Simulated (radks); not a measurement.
The numbers below are computed, except where a source is named.
The scandium ion Sc2+ inside a hard spherical wall (all orbitals vanish at R), configuration held at [Ar] 3d1 and not refilled when levels cross. Level of theory: non-relativistic Kohn-Sham, PBEsol, spin-unpolarised, spherical densities, point nucleus (a radial shooting solver on a logarithmic mesh with Libxc functionals). Eigenvalues in eV, with the zero of energy where the potential of the charges vanishes at infinity; a dash marks a level that is unbound or too diffuse for the functional's potential to be trusted. A positive occupied level is held by the wall or, in an anion where self-interaction has pushed it up, behind a barrier. The pressure on the wall is -dE/dV.

| R (bohr) | E (hartree) | kinetic (hartree) | e(2p) | e(3s) | e(3p) | e(3d) | e(4s, empty) | e(4p, empty) | pressure (GPa) |
|---|---|---|---|---|---|---|---|---|---|
| free | -758.76999 | 757.980 | -402.81 | -69.559 | -48.788 | -17.967 | -15.547 | -11.514 | 0 |
| 20 | -758.76999 | 757.980 | -402.81 | -69.559 | -48.788 | -17.967 | -15.547 | -11.514 | < 0.0001 |
| 10 | -758.76999 | 757.980 | -402.81 | -69.558 | -48.788 | -17.967 | -15.546 | -11.507 | < 0.0001 |
| 8 | -758.76997 | 757.980 | -402.81 | -69.557 | -48.786 | -17.965 | -15.527 | -11.424 | 0.00100 |
| 6 | -758.76942 | 757.985 | -402.76 | -69.515 | -48.746 | -17.916 | -15.156 | -10.574 | 0.0662 |
| 5 | -758.76667 | 758.005 | -402.59 | -69.383 | -48.619 | -17.737 | -14.026 | -8.678 | 0.545 |
| 4 | -758.74955 | 758.116 | -401.95 | -68.901 | -48.148 | -16.985 | -9.857 | -2.879 | 5.80 |
| 2.5 | -758.09857 | 761.859 | -392.05 | -62.182 | -40.838 | -6.865 | 33.358 | 45.718 | 685 |
